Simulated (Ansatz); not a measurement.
Gas-phase electronic energies from Ansatz, PBE0-D4/def2-TZVP geometries. CCSD(T)/CBS is the MP2 limit (def2-TZVPP, def2-QZVPP) plus CCSD(T) − MP2 in def2-TZVPP, frozen cores. DFT in def2-TZVPP. B3LYP here is the variant with VWN-RPA as its local correlation; programs differ in this. HSE06 is defined as in plane-wave codes. For Ge outer-core shells are correlated without core-valence functions, which leaves a few kJ/mol of doubt a bond. Scalar relativity is left out up to krypton. One conformer a species, not always the lowest.

Reaction (isomerisation): `[CH3][GeH]([NH2])[SiH3]` → `C[SiH](N)[GeH3]`

```csv
level,ΔE (kcal/mol)
PBE0-D4,-14.1
B3LYP-D4,-14.1
ωB97X-V,-13.6
HSE06,-13.9
CCSD/def2-SVP,-11.5
CCSD(T)/def2-SVP,-11.2
HF/CBS(def2),-13.9
MP2/CBS(def2),-13.6
```

What does CCSD(T)/CBS give? (Best estimate.)

Ansatz gave: -13.4 kcal/mol. The listed levels differ from it by -0.7, -0.7, -0.2, -0.5, 1.9, 2.2, -0.5, -0.2 kcal/mol.

Largest T1 diagnostic among the species: 0.011.

Leaving LDA and LC-ωPBE aside and taking each functional with its dispersion term where it has one, the values, not all of them listed here, spread over 2.5 kcal/mol, from B97M-V to B2PLYP. LDA lies −2.5 kcal/mol from PBE without D4. At CCSD(T), def2-SVP lies +2.2 kcal/mol from the extrapolated value and def2-TZVPP +1.5 kcal/mol.

CCSD(T)/CBS has its own doubt, a few kJ/mol and more with outer-core shells, so smaller differences from it don't rank the levels.
